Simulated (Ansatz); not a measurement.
System: C$_{2}$H$_{3}$F$_{3}$O$_{2}$Si (charge 0, singlet). 
Structure (B3LYP-D3(BJ)/def2-TZVP (Ansatz, a first-principles code) minimum search):
```
O
C 1 1.3755
O 2 1.1968 1 121.36
C 2 1.4954 3 127.00 1 180.00
H 4 1.0858 2 109.78 3 0.00
H 4 1.0909 5 110.33 2 120.83
H 4 1.0909 5 110.33 6 118.34
Si 1 1.6384 2 122.45 3 0.00
F 8 1.5697 1 112.21 2 62.10
F 8 1.5697 9 109.81 1 125.52
F 8 1.5717 9 108.38 10 118.22
```
Charge 0, spin multiplicity 1.

Quantity: vertical triplet-singlet gap (E(triplet) - E(singlet); each state is the SCF solution reached for its spin), in kcal/mol. Cores are frozen in the correlated levels unless marked. UHF or UKS for open shells. No spin-orbit coupling. No relativistic terms. Basis-set limits of correlation are two-point, X^-3; Hartree-Fock from the larger set.

| level | program | vertical triplet-singlet gap (kcal/mol) |
|---|---|---|
| HF/aug-cc-pV(D+d)Z | Ansatz | 102.1 |
| HF/aug-cc-pV(T+d)Z | Ansatz | 101.6 |
| HF/aug-cc-pV(Q+d)Z | Ansatz | 101.4 |
| SVWN5/def2-TZVPD | Ansatz | 124.2 |
| PBE/def2-TZVPD | Ansatz | 120.0 |
| r2SCAN/def2-TZVPD | Ansatz | 117.3 |
| B3LYP/def2-TZVPD | Ansatz | 120.0 |
| PBE0/def2-TZVPD | Ansatz | 118.7 |
| BHLYP/def2-TZVPD | Ansatz | 116.5 |
| CAM-B3LYP/def2-TZVPD | Ansatz | 120.7 |
| wB97M-V/def2-TZVPD | Ansatz | 125.0 |
| wB97X-V/def2-TZVPD | Ansatz | 123.7 |
| B2PLYP/def2-TZVPD | Ansatz | 125.8 |
| MP2/aug-cc-pV(D+d)Z | Ansatz | 138.7 |
| RI-MP2/aug-cc-pV(T+d)Z | Ansatz | 138.6 |
| RI-MP2/aug-cc-pV(Q+d)Z | Ansatz | 139.1 |
| RI-MP2/CBS(aug-cc-pV(T+d)Z,aug-cc-pV(Q+d)Z) | Ansatz | 139.6 |
| SCS-MP2/aug-cc-pV(D+d)Z | Ansatz | 136.9 |
| CCSD/aug-cc-pV(D+d)Z | Ansatz | 126.4 |
| CCSD(T)/aug-cc-pV(D+d)Z | Ansatz | 128.7 |
